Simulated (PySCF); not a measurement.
# Correlation energy of Ru(2+) (ruthenium, charge +2)

[Kr] 4d5 5s1, high-spin 7S determinant (an excited configuration). All numbers are calculated (PySCF 2.14, scalar relativity by spin-free X2C-1e, in ANO-RCC-VTZP). Frozen: [Ar] 3d10; 14 electrons correlated.

```
  level  correlation energy (mhartree)
   CCSD                        -391.02
    (T)                          -8.88
CCSD(T)                        -399.90
```

Diagnostics: T1 = 0.0048, D1 = 0.0225, largest double amplitude 0.021.

Cost of the coupled-cluster step: about 9 core-seconds, for 14 correlated electrons.

Iterations:

```
CC2 = 0
CCSD nocc = (np.int64(10), np.int64(4)), nmo = (54, 54)
frozen orbitals [[0, 1, 2, 3, 4, 5, 6, 7, 8, 9, 10, 11, 12, 13], [0, 1, 2, 3, 4, 5, 6, 7, 8, 9, 10, 11, 12, 13]]
max_cycle = 100
direct = 0
conv_tol = 1e-08
conv_tol_normt = 1e-06
diis_space = 8
diis_start_cycle = 0
Init t2, MP2 energy = -0.38589356199219
Init E_corr(UCCSD) = -0.385893561994291
cycle = 1  E_corr(UCCSD) = -0.386780904817614  dE = -0.000887342823  norm(t1,t2) = 0.0310885
cycle = 2  E_corr(UCCSD) = -0.390607043516502  dE = -0.0038261387  norm(t1,t2) = 0.00544919
cycle = 3  E_corr(UCCSD) = -0.390958982305101  dE = -0.000351938789  norm(t1,t2) = 0.00173514
cycle = 4  E_corr(UCCSD) = -0.391031777886923  dE = -7.27955818e-05  norm(t1,t2) = 0.0002359
cycle = 5  E_corr(UCCSD) = -0.391017561193187  dE = 1.42166937e-05  norm(t1,t2) = 4.69673e-05
cycle = 6  E_corr(UCCSD) = -0.391016232031873  dE = 1.32916131e-06  norm(t1,t2) = 5.39564e-06
cycle = 7  E_corr(UCCSD) = -0.391016499890423  dE = -2.67858549e-07  norm(t1,t2) = 1.18771e-06
cycle = 8  E_corr(UCCSD) = -0.391016500358802  dE = -4.68379169e-10  norm(t1,t2) = 1.42526e-07
UCCSD converged
E(UCCSD) = -4527.363335758547  E_corr = -0.3910165003588018
UCCSD(T) correction = -0.00888308800578634
```
